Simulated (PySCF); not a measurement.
AlCl2HS, SMILES [SH][Al]([Cl])[Cl]. The structure is a stationary point at B3LYP-D3(BJ)/def2-SVP. Other conformers were not sampled.

Calculation: B3LYP-D3(BJ)/def2-SVP run with PySCF.

Harmonic wavenumbers (cm⁻¹): 128, 145, 193, 259, 369, 586, 606, 691, 2666. Rotational constants (GHz): 2.161, 2.153, 1.078; symmetry number 1.

**Question.** Work out the zero-point energy and the ideal-gas rigid-rotor harmonic-oscillator thermochemistry at 298.15 K and 1 atm.

**Answer.** ZPE = ½ Σ hcν = ½ × 5644 cm⁻¹ = 33.76 kJ/mol. H − E(el) = 51.97 kJ/mol. Entropy in J/(mol K): translation 169.54, rotation 119.46, vibration 49.77, total 338.77. G − E(el) = -49.03 kJ/mol. Cp = 83.02 J/(mol K). Modes under 150 cm⁻¹ make the vibrational entropy uncertain.
